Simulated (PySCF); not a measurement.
Two-component Hartree-Fock for Yb⁺ (ytterbium, charge +1)

Start: [Xe] 4f14 6s1; 6s1/2 filled at m_j = +1/2. Calculated with PySCF 2.14 in x2c-SVPall-2c with one added diffuse shell each of s, p, d, f type (8s11p10d4f1g, 128 functions): generalised Hartree-Fock with the X2C-1e Hamiltonian and a Gaussian nucleus; one run each with spin-orbit coupling (SO) switched off, then screened by Boettger's factors.

```csv
spinor shell,electrons,"ε, spin-free (eV)","ε, screened SO (eV)",weight of nominal j (screened SO),"rms radius, screened SO (bohr)"
1s1/2,2,-61650.0,-61634.6,1.000,0.0223
2s1/2,2,-10582.2,-10577.6,1.000,0.0901
2p1/2,2,-9326.6,-10070.8,1.000,0.0768
2p3/2,4,-9326.6,-9017.7,1.000,0.0838
3s1/2,2,-2446.2,-2444.8,1.000,0.231
3p1/2,2,-2060.6,-2221.0,1.000,0.222
3p3/2,4,-2060.6,-1993.2,1.000,0.237
3d3/2,4,-1587.5,-1616.4,1.000,0.210
3d5/2,6,-1587.5,-1567.1,1.000,0.214
4s1/2,2,-514.20,-513.87,1.000,0.519
4p1/2,2,-385.20,-421.87,1.000,0.531
4p3/2,4,-385.20,-369.83,1.000,0.564
4d3/2,4,-212.22,-218.04,1.000,0.599
4d5/2,6,-212.22,-208.17,1.000,0.612
5s1/2,2,-72.818,-72.786,1.000,1.31
5p1/2,2,-40.437,-45.045,1.000,1.48
5p3/2,4,-40.437,-38.558,1.000,1.61
4f5/2,6,-20.228,-21.058,1.000,0.857
4f7/2,8,-20.228,-19.466,1.000,0.880
6s1/2,1,-11.269,-11.275,1.000,4.01
```

```json
{"quantity": "E (hartree)", "spin-free": "-14048.43805", "screened SO": "-14061.53128"}
{"quantity": "M_J", "spin-free": "1/2", "screened SO": "1/2"}
{"quantity": "⟨J²⟩", "spin-free": "0.750", "screened SO": "0.750"}
{"quantity": "⟨L²⟩", "spin-free": "0.000", "screened SO": "0.107"}
{"quantity": "⟨S²⟩", "spin-free": "0.750", "screened SO": "0.858"}
```

Breit and QED terms are absent; they matter most for the inner s and p1/2 levels.

Densities and radii are taken from the X2C orbitals without a picture-change correction, which distorts them close to the nucleus.

Without spin-orbit coupling the j labels of p, d and f shells carry no meaning; the spin-free column gives the mean over the occupied spinors of each nl shell.
